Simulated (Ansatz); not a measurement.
| atom | x (Å) | y (Å) | z (Å) |
| --- | --- | --- | --- |
| O | 0.0000 | 0.0000 | 0.6350 |
| O | 0.0000 | 0.0000 | -0.6350 |

Basis set: cc-pVTZ (spherical functions). Left uncorrelated: 2 orbitals. Correlation on ROHF uses semicanonical orbitals with singles. Charge 0, multiplicity 3.

Computed with Ansatz (development build ahead of 0.2.0); the reference of a correlated method needn't be the lowest determinant of its kind.

The atomization energy at this shape (free ground-state atoms in the same class of orbitals less the molecule, no zero-point energy) of triplet O₂:

```tsv
method	atomization energy
UHF-CCSD	428.1 kJ/mol
ROHF-CCSD	424.5 kJ/mol
```

Question: What does UHF-CCSD(T) give?

Answer: 465.1 kJ/mol. Caution: the reference determinant was not shown to be the lowest. Caution for ROHF-CCSD: an unrestricted determinant lies well below.
